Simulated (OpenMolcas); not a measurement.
Ti III.

```yaml
Program: OpenMolcas
Basis: ANO-R1 [5s4p3d1f]
Scalar_Hamiltonian: X2C, finite nucleus
Active_space: 2 electrons in 10 orbitals (3d 4d)
State_averaging: 2S+1 = 3 even, 10 roots; 2S+1 = 1 even, 15 roots
Spin-orbit_coupling: state interaction with AMFI integrals over the reference wave functions, term energies averaged over their components
```

Two sets of levels on these reference wave functions, in cm-1 above 3d2 3F2: one from CASSCF and one from SS-CASPT2, IPEA 0.25 Eh, imaginary shift 0.1 Eh (closed shells correlated: 3s 3p).

```json
{"Level": "3d2 3F2", "Set 1": "0.0", "Set 2": "0.0"}
{"Level": "3d2 3F3", "Set 1": "191", "Set 2": "191"}
{"Level": "3d2 3F4", "Set 1": "440", "Set 2": "439"}
{"Level": "3d2 1D2", "Set 1": "8580", "Set 2": "10790"}
{"Level": "3d2 3P0", "Set 1": "11040", "Set 2": "12970"}
{"Level": "3d2 3P1", "Set 1": "11110", "Set 2": "13040"}
{"Level": "3d2 3P2", "Set 1": "11240", "Set 2": "13170"}
{"Level": "3d2 1G4", "Set 1": "15400", "Set 2": "16650"}
{"Level": "3d2 1S0", "Set 1": "33120", "Set 2": "39240"}
```

Problem. Which set is which?

Solution. Set 1 is SS-CASPT2. Its levels of the other terms of 3d2 lie at 0.79 to 0.93 of the other set's values, as expected, since terms of lower spin or lower L gain more correlation energy than the Hund ground term. Against 8 measured levels (Corliss and Sugar, J. Phys. Chem. Ref. Data 8, 1 (1979)) the mean absolute deviation is 410 cm-1 with it and 2300 cm-1 without; single levels miss by up to 1000 cm-1 with it.

CASPT2 does not keep the components of a term degenerate, so their means are used; among the terms shown or strongly mixed into the levels shown the widest spread is 640 cm-1 (3d2 1G, SS-CASPT2). Active for correlation alone: 4d; no level in the range computed is led by a configuration that fills it, so any true level of that kind is missing. Without dynamic correlation excited terms often stand tens of per cent too high (terms of higher spin than the ground term too low), and those without a measured partner can miss by more than the paired ones (holds for CASSCF). Measured partners are found by configuration, term and J. A level has none where our copy of the source lacks it or the pairing is in doubt (some pairs that miss far off the trend of their configuration count as doubtful), and it then counts in no deviation. Levels of configurations outside the active space are missing.
